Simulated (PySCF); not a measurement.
# C7H14GeO: core ionisation energies

Species: C7H14GeO.
SMILES with atom numbers: `[GeH3:1][O:2][C@H:3]1[CH2:4][CH2:5][CH2:6][C:7]12[CH2:8][CH2:9]2`

Method used: PySCF, delta-SCF UKS SCAN, pcX-2 on the ionised atom, pcseg-1 elsewhere, spin-free X2C. Each binding energy is the total energy of the core-ionised species, with the hole localised on one atom, minus that of the ground state; both are solved self-consistently, so orbital relaxation is included.

Question: What binding energy does each computed site have?

Answer: 
```
atom(s)     bonded to  level  binding energy (eV)  above the level's lowest (eV)  count
     O2      C and Ge   O 1s               537.08                           0.00      1
     C3  O, 2 C and H   C 1s               291.61                          +1.50      1
     C9   2 C and 2 H   C 1s               290.41                          +0.30      1
     C8   2 C and 2 H   C 1s               290.35                          +0.24      1
     C7           4 C   C 1s               290.27                          +0.16      1
     C6   2 C and 2 H   C 1s               290.23                          +0.12      1
     C5   2 C and 2 H   C 1s               290.17                          +0.06      1
     C4   2 C and 2 H   C 1s               290.11                           0.00      1
```

The listed C 1s values span 1.50 eV, from C4 (bonded to 2 C and 2 H) to C3 (bonded to O, 2 C and H). The widest gap between neighbouring values is 1.20 eV, between 290.41 and 291.61 eV. The values 290.23 and 290.27 eV lie too close for their order to be trusted.

Question: Which effective nuclear charge Zeff reproduces each element's mean 1s value in the hydrogen-like formula E = 13.606 eV × Zeff²?

Answer: C (Z = 6): mean 290.4 eV, Zeff = 4.62, Z − Zeff = 1.38; O (Z = 8): mean 537.1 eV, Zeff = 6.28, Z − Zeff = 1.72. Means run over the listed sites, weighted by atom count.

No level of germanium is listed. One conformer (not necessarily the lowest) at the PBE0-D3(BJ)/def2-SVP geometry, without solvent, vibrations or thermal averaging.

Hardware: one thread of an Arm Neoverse V2, shared host. Cost: 2.3 min wall, 1.1 GiB resident at most.
